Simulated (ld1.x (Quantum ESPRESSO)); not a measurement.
## potassium, TM: configuration errors across variants

```
Element                 : K
Generator               : ld1.x (Quantum ESPRESSO) 7.5
Type                    : norm-conserving Troullier–Martins (Kleinman–Bylander form)
Functional              : PBE
Relativity              : scalar-relativistic
Frozen core             : [Ne] 3s2
Valence charge          : 7
Reference configuration : 3p6 4s1 4p0
Partial waves           : 3p (bound): rc 2.05 bohr; 3d channel at 0.05 Ry: rc 3.65 bohr; 4s (bound): rc 3.40 bohr
Local potential         : the s channel
Core correction         : Bessel-smoothed model core, default radius (core density twice the valence density)
```

All-electron excitation energies from the reference (eV): (1) 3p6 4s0 4p0 4.314; (2) 3p6 4s0.5 4p0 1.641; (3) 3p6 4s0 4p1 1.553; (4) 3p5 4s1 4p0 24.930.

Errors AE − PS in meV (a dash: test not solved or not reliable):

| change | (1) | (2) | (3) | (4) | bound ghosts |
| --- | --- | --- | --- | --- | --- |
| base | -0.4 | +0.3 | -159 | -339 | none |
| all radii but the core radius scaled by about 0.74 (s 2.50, p 1.52, d 2.70 bohr) | -1.3 | +1.0 | -125 | +351 | none |
| all radii but the core radius scaled by about 0.83 (s 2.82, p 1.70, d 3.04 bohr) | -1.1 | +0.4 | -149 | -216 | none |
| all radii but the core radius scaled by about 0.92 (s 3.14, p 1.88, d 3.36 bohr) | -0.6 | +0.3 | -158 | -327 | none |
| all radii but the core radius scaled by about 1.07 (s 3.64, p 2.20, d 3.92 bohr) | -0.4 | +0.3 | -159 | -335 | none |
| all radii but the core radius scaled by about 1.21 (s 4.12, p 2.48, d 4.42 bohr) | -1.5 | +0.4 | -160 | -266 | none |
| all radii but the core radius scaled by about 1.30 (s 4.42, p 2.66, d 4.74 bohr) | -3.3 | +0.6 | -164 | -174 | none |
| all radii but the core radius scaled by about 1.38 (s 4.68, p 2.82, d 5.02 bohr) | -6.5 | +0.7 | -169 | -73 | none |

(1) Give the same row for: all radii but the core radius scaled by about 1.15 (s 3.92, p 2.36, d 4.22 bohr).

Answers

(1) -0.8, +0.3, -159, -308; bound ghosts: none.
